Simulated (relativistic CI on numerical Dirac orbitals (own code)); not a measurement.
## d6 in a ligand field

Computed with a parametric ligand-field model of a d^n configuration (Racah B and C, spin-orbit zeta, crystal field), exact diagonalisation.

Field parameters in Wybourne normalisation: D3d B²₀ = −7Dσ, B⁴₀ = −14Dq − 21Dτ, B⁴₃ = −14√(10/7) Dq; Oh B⁴₀ = 21Dq, B⁴₄ = √(5/14) B⁴₀. The field is a parameter set, without covalency.

Task: Ground term and bands for B = 800, C = 3930, ζ = 0 cm⁻¹, Oh, 10Dq = 34150 cm⁻¹?

Result: Ground term 1A1 with 0.03 electrons in the two orbitals of the cubic e set. Spin-allowed: 1T1 31424 cm⁻¹ (318 nm), 1T2 42455 cm⁻¹ (236 nm), 1T2 64276 cm⁻¹ (156 nm), 1E 65063 cm⁻¹ (154 nm). Lowest spin-forbidden: 3T1 23136 cm⁻¹ (432 nm), 3T2 28580 cm⁻¹ (350 nm), 5T2 34680 cm⁻¹ (288 nm).

Task: Ground term and bands for B = 840, C = 4040, ζ = 0 cm⁻¹, D3d, 10Dq = 31000, Dσ = -1200, Dτ = -380 cm⁻¹?

Result: Ground term 1A1 with 0.04 electrons in the two orbitals of the cubic e set. Spin-allowed: 1E 25239 cm⁻¹ (396 nm), 1A2 28828 cm⁻¹ (347 nm), 1E 37902 cm⁻¹ (264 nm), 1A1 39600 cm⁻¹ (253 nm). Lowest spin-forbidden: 3E 16214 cm⁻¹ (617 nm), 3A2 20207 cm⁻¹ (495 nm), 5E 22619 cm⁻¹ (442 nm).

Task: Ground term and bands for B = 410, C = 1470, ζ = 0 cm⁻¹, Oh, 10Dq = 3250 cm⁻¹?

Result: Ground term 5T2 with 2.00 electrons in the two orbitals of the cubic e set. Spin-allowed: 5E 3250 cm⁻¹ (3077 nm). Lowest spin-forbidden: 3T1 5154 cm⁻¹ (1940 nm), 1A1 5887 cm⁻¹ (1699 nm), 3T2 6566 cm⁻¹ (1523 nm).

Task: Ground term and bands for B = 470, C = 1760, ζ = 0 cm⁻¹, D3d, 10Dq = 10550, Dσ = -360, Dτ = -210 cm⁻¹?

Result: Ground term 1A1 with 0.06 electrons in the two orbitals of the cubic e set. Spin-allowed: 1E 8095 cm⁻¹ (1235 nm), 1A2 9533 cm⁻¹ (1049 nm), 1E 13867 cm⁻¹ (721 nm), 1A1 15049 cm⁻¹ (664 nm). Lowest spin-forbidden: 5E 3387 cm⁻¹ (2953 nm), 3E 4005 cm⁻¹ (2497 nm), 3A2 5620 cm⁻¹ (1779 nm).

Task: Ground term and bands for B = 640, C = 2730, ζ = 0 cm⁻¹, D3d, 10Dq = 22650, Dσ = -1200, Dτ = -260 cm⁻¹?

Result: Ground term 1A1 with 0.04 electrons in the two orbitals of the cubic e set. Spin-allowed: 1E 18441 cm⁻¹ (542 nm), 1A2 21556 cm⁻¹ (464 nm), 1E 28418 cm⁻¹ (352 nm), 1A1 29444 cm⁻¹ (340 nm). Lowest spin-forbidden: 3E 12246 cm⁻¹ (817 nm), 3A2 15670 cm⁻¹ (638 nm), 5E 17964 cm⁻¹ (557 nm).
